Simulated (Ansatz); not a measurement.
Calculated with Ansatz (gas phase, PBE0-D4/def2-TZVP geometries, no zero-point term in ΔE). CBS: MP2 limit from def2 TZ/QZ plus the TZ coupled-cluster correction, frozen cores. This one scheme is used for every species. DFT in def2-TZVPP. B3LYP here is the variant with VWN-RPA as its local correlation; programs differ in this. Elements past krypton have def2 core potentials. For Mo outer-core shells are correlated without core-valence functions, which leaves a few kJ/mol of doubt a bond. Each species was taken in one conformer, which may not be the lowest.

Reaction (redistribution): `[NH]=[Mo](=[NH])([NH2])[F]` + `CO[Si]C` → `C[O][Mo](=[NH])(=[NH])[NH2]` + `C[Si]F`

| level | ΔE (kJ/mol) | difference from CCSD(T)/CBS |
| --- | --- | --- |
| PBE-D4 | 4.4 | 7.7 |
| r2SCAN-D4 | 4.5 | 7.8 |
| B3LYP-D4 | 1.4 | 4.7 |
| ωB97M-V | 2.8 | 6.1 |
| B2PLYP | -0.4 | 2.9 |
| PBE | 5.3 | 8.6 |
| PBE0 | 4.1 | 7.4 |
| B3LYP | 2.5 | 5.8 |
| HF/def2-TZVPP | 1.1 | 4.4 |
| MP2/def2-TZVPP | -5.8 | -2.5 |
| SCS-MP2/def2-TZVPP | -3.2 | 0.1 |
| CCSD/def2-TZVPP | -1.8 | 1.5 |
| HF/def2-QZVPP | 0.0 | 3.3 |
| MP2/def2-QZVPP | -6.2 | -2.9 |
| SCS-MP2/def2-QZVPP | -3.7 | -0.4 |
| HF/CBS(def2) | -0.1 | 3.2 |
| CCSD(T)/CBS | -3.3 | 0 |

Largest T1 diagnostic among the species: 0.022, so the coupled-cluster value is less sure than usual.

In def2-TZVPP, CCSD(T) changes the Hartree–Fock value by −4.3 kJ/mol (the triples alone add −1.3 kJ/mol) and MP2 by −6.9 kJ/mol.
